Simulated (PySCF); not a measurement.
H₂O₂Zn, charge +1, doublet, at a GFN2-xTB geometry (such geometries of metal compounds can be far from the true shape) (a state made from the parent by changing its charge; the spin is typed, not shown lowest).

Here is a job for PySCF.
```python
from pyscf import gto, scf, dft, solvent

mol = gto.M(
    atom='''
Zn   -0.00137299    0.18499666    0.02912781
O     1.27424195   -0.18853276   -1.07216993
H     1.94383106    0.34734736   -1.53946051
O    -1.26892933   -0.52728904    0.95946346
H    -1.94514229   -0.17067286    1.56727798
''',
    basis='6-31g*',
    charge=1,
    spin=1,
    verbose=4,
)

mf = dft.UKS(mol)
mf.xc = 'pbe'
mf.kernel()
mf.analyze()
```

Problem. What nuclear repulsion energy does PBE/6-31G* (PySCF) give?

Solution. 180.9884 Eh

Problem. Estimate the <S^2> that PBE/6-31G* returns for this input.

Solution. 0.755

Problem. What number of basis functions does PBE/6-31G* give?

Solution. 66

Problem. Give the total energy at the level PBE/6-31G*.

Solution. -1929.9457 Eh

These values belong to the state on which the SCF converged, which isn't shown to be the lowest.

Problem. Roughly what does it cost on one core?

Solution. about 13 core-seconds (a rough figure).
